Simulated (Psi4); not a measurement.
C3H10GaN (SMILES C[CH2][Ga]([CH3])[NH2]), singlet, geometry from GFN2-xTB (such geometries of metal compounds can be far from the true shape); PBE/def2-SVP run with Psi4 1.11.

Psi4 was given this input:
```
memory 2 GB

molecule mol {
0 1
  Ga   -0.040195    0.200623    0.317742
  C    -1.736788   -0.702840    0.993004
  H    -1.752795   -1.766222    0.745048
  H    -2.624501   -0.245999    0.549182
  H    -1.808272   -0.596629    2.077685
  C     0.948452   -0.164212   -1.448369
  C     0.346089   -1.347876   -2.207538
  H     2.007871   -0.351490   -1.236675
  H     0.912344    0.736048   -2.073520
  H    -0.711657   -1.175744   -2.413293
  H     0.428600   -2.264082   -1.621364
  H     0.855846   -1.506325   -3.159247
  N     0.684011    1.485940    1.397872
  H     1.502786    2.044648    1.191590
  H     0.301218    1.794479    2.282895
}

set basis def2-svp
set reference rks

energy('pbe')
print_variables()
```

The log (banner, timings and long lists left out):

```
   => Loading Basis Set <=

    Name: DEF2-SVP
    Role: ORBITAL
    Keyword: BASIS

         ---------------------------------------------------------
                                   SCF
               by Justin Turney, Rob Parrish, Andy Simmonett
                          and Daniel G. A. Smith
                              RKS Reference
         ---------------------------------------------------------

  ==> Geometry <==

    Molecular point group: c1
    Full point group: C1

    Geometry (in Angstrom), charge = 0, multiplicity = 1:

       Center              X                  Y                   Z               Mass
    ------------   -----------------  -----------------  -----------------  -----------------
         GA          -0.044887122868     0.164196548837     0.272520402353    68.925573500000
         C           -1.741480122868    -0.739266451163     0.947782402353    12.000000000000
         H           -1.757487122868    -1.802648451163     0.699826402353     1.007825032230
         H           -2.629193122868    -0.282425451163     0.503960402353     1.007825032230
         H           -1.812964122868    -0.633055451163     2.032463402353     1.007825032230
         C            0.943759877132    -0.200638451163    -1.493590597647    12.000000000000
         C            0.341396877132    -1.384302451163    -2.252759597647    12.000000000000
         H            2.003178877132    -0.387916451163    -1.281896597647     1.007825032230
         H            0.907651877132     0.699621548837    -2.118741597647     1.007825032230
         H           -0.716349122868    -1.212170451163    -2.458514597647     1.007825032230
         H            0.423907877132    -2.300508451163    -1.666585597647     1.007825032230
         H            0.851153877132    -1.542751451163    -3.204468597647     1.007825032230
         N            0.679318877132     1.449513548837     1.352650402353    14.003074004430
         H            1.498093877132     2.008221548837     1.146368402353     1.007825032230
         H            0.296525877132     1.758052548837     2.237673402353     1.007825032230

  Running in c1 symmetry.

  Rotational constants: A =      0.15520  B =      0.07617  C =      0.05263 [cm^-1]
  Rotational constants: A =   4652.92089  B =   2283.44189  C =   1577.70688 [MHz]
  Nuclear repulsion =  356.763722012940605

  Charge       = 0
  Multiplicity = 1
  Electrons    = 66
  Nalpha       = 33
  Nbeta        = 33

  ==> Algorithm <==

  SCF Algorithm Type is DF.
  DIIS enabled.
  MOM disabled.
  Fractional occupation disabled.
  Guess Type is SAD.
  Energy threshold   = 1.00e-06
  Density threshold  = 1.00e-06
  Integral threshold = 1.00e-12

  ==> Primary Basis <==

  Basis Set: DEF2-SVP
    Blend: DEF2-SVP
    Number of shells: 66
    Number of basis functions: 138
    Number of Cartesian functions: 145
    Spherical Harmonics?: true
    Max angular momentum: 2

  ==> DFT Potential <==

   => LibXC <=

    Version 7.1.2
    S. Lehtola, C. Steigemann, M. J. T. Oliveira, and M. A. L. Marques,  SoftwareX 7, 1–5 (2018) (10.1016/j.softx.2017.11.002)

   => Composite Functional: PBE <=

    PBE GGA Exchange-Correlation Functional

    J.P. Perdew et. al., Phys. Rev. Lett., 77(18), 3865-3868, 1996

    Deriv               =              1
    GGA                 =           TRUE
    Meta                =          FALSE

    Exchange Hybrid     =          FALSE
    MP2 Hybrid          =          FALSE

   => Exchange Functionals <=

    1.0000     XC_GGA_X_PBE

   => Correlation Functionals <=

    1.0000     XC_GGA_C_PBE

   => LibXC Density Thresholds  <==

    XC_GGA_C_PBE:  1.00E-12
    XC_GGA_X_PBE:  1.00E-15

   => Molecular Quadrature <=

    Radial Scheme          =       TREUTLER
    Pruning Scheme         =           NONE
    Nuclear Scheme         =       TREUTLER

    Blocking Scheme        =         OCTREE
    BS radius alpha        =              1
    Pruning alpha          =              1
    Radial Points          =             75
    Spherical Points       =            302
    Total Points           =         321748
    Total Blocks           =           2430
    Max Points             =            256
    Max Functions          =            135
    Weights Tolerance      =       1.00E-15

   => Loading Basis Set <=

    Name: (DEF2-SVP AUX)
    Role: JKFIT
    Keyword: DF_BASIS_SCF

  ==> Integral Setup <==

  SCF_SUBTYPE=INCORE selected. In-core MEM_DF algorithm will be used.
  Using in-core AOs.

  ==> MemDFJK: Density-Fitted J/K Matrices <==

    J tasked:                   Yes
    K tasked:                    No
    wK tasked:                   No
    Algorithm:                 Core
    Schwarz Cutoff:           1E-12
    Mask sparsity (%):       5.1775
    Fitting Condition:        1E-10

   => Auxiliary Basis Set <=

  Basis Set: (DEF2-SVP AUX)
    Blend: DEF2-UNIVERSAL-JKFIT
    Number of shells: 220
    Number of basis functions: 748
    Number of Cartesian functions: 931
    Spherical Harmonics?: true
    Max angular momentum: 5

  Minimum eigenvalue in the overlap matrix is 3.7377654359E-03.
  Reciprocal condition number of the overlap matrix is 6.1274106033E-04.
    Using symmetric orthogonalization.

  ==> Pre-Iterations <==

  SCF Guess: Superposition of Atomic Densities via on-the-fly atomic UHF (no occupation information).

   -------------------------
    Irrep   Nso     Nmo
   -------------------------
     A        138     138
   -------------------------
    Total     138     138
   -------------------------

  ==> Iterations <==

                           Total Energy        Delta E     RMS |[F,P]|

   @DF-RKS iter SAD: -2095.26725881600214   -2.09527e+03   0.00000e+00
   @DF-RKS iter   1: -2096.72359857599349   -1.45634e+00   2.00490e-02 ADIIS/DIIS
   @DF-RKS iter   2: -2041.63639082204077    5.50872e+01   5.76331e-02 ADIIS/DIIS
   @DF-RKS iter   3: -2097.97176517391335   -5.63354e+01   1.04193e-02 ADIIS/DIIS
   @DF-RKS iter   4: -2098.47038845912493   -4.98623e-01   7.88823e-03 ADIIS/DIIS
   @DF-RKS iter   5: -2099.03288218429225   -5.62494e-01   1.56334e-03 ADIIS/DIIS
   @DF-RKS iter   6: -2099.04626600007532   -1.33838e-02   6.18872e-04 ADIIS/DIIS
   @DF-RKS iter   7: -2099.04904561585954   -2.77962e-03   2.93007e-04 ADIIS/DIIS
   @DF-RKS iter   8: -2099.04997873013053   -9.33114e-04   5.17759e-05 DIIS
   @DF-RKS iter   9: -2099.04999473703356   -1.60069e-05   1.75654e-05 DIIS
   @DF-RKS iter  10: -2099.04999701064207   -2.27361e-06   7.54122e-06 DIIS
   @DF-RKS iter  11: -2099.04999756439338   -5.53751e-07   2.12283e-06 DIIS
   @DF-RKS iter  12: -2099.04999760506462   -4.06712e-08   7.70008e-07 DIIS
  Energy and wave function converged.

  ==> Post-Iterations <==

   Electrons on quadrature grid:
      Ntotal   =   65.9999785429 ; deviation = -2.146e-05

    Orbital Energies [Eh]
    ---------------------

    Doubly Occupied:

[...]
    Virtual:

[...]
    Final Occupation by Irrep:
              A
    DOCC [    33 ]
    NA   [    33 ]
    NB   [    33 ]

  @DF-RKS Final Energy: -2099.04999760506462

   => Energetics <=

    Nuclear Repulsion Energy =            356.7637220129406046
    One-Electron Energy =               -3629.2210527249235383
    Two-Electron Energy =                1274.7972314380481293
    DFT Exchange-Correlation Energy =    -101.3898983311296149
    Empirical Dispersion Energy =           0.0000000000000000
    VV10 Nonlocal Energy =                  0.0000000000000000
    Total Energy =                      -2099.0499976050646183

Computation Completed

Properties will be evaluated at   0.000000,   0.000000,   0.000000 [a0]

Properties computed using the SCF density matrix

 Multipole Moments:

 ------------------------------------------------------------------------------------
     Multipole            Electronic (a.u.)      Nuclear  (a.u.)        Total (a.u.)
 ------------------------------------------------------------------------------------

 L = 1.  Multiply by 2.5417464519 to convert [e a0] to [Debye]
 Dipole X            :          0.6875360           -0.5852295            0.1023065
 Dipole Y            :          4.7871487           -4.5431601            0.2439886
 Dipole Z            :          5.8133723           -5.6401455            0.1732269
 Magnitude           :                                                    0.3162351

 ------------------------------------------------------------------------------------

  Variable Map:
  ----------------------------------------------------------------------------
[...]
  Array Variable Map:
  ----------------------------------------------------------------------------
[...]
[...]
```
